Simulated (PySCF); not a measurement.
A calculated (PBE0, PySCF 2.14, x2c-TZVPPall, the spin-free X2C one-electron Hamiltonian (Gaussian nucleus)) atom or ion has these occupied shells.

```
shell  electrons  orbital energy (eV)  rms radius, mean of both spins (bohr)
 1s α          1              -1288.3                                  0.151
 1s β          1              -1288.2                                  0.151
 2s α          1              -95.061                                  0.760
 2s β          1              -94.830                                  0.760
 2p α          3              -59.905                                  0.776
 2p β          3              -59.748                                  0.776
 3s α          1              -12.741                                   3.00
```

**Question.** Name the element and its charge.

**Answer.** Mg⁺ (magnesium, charge +1), in [Ne] 3s1, 2S determinant.
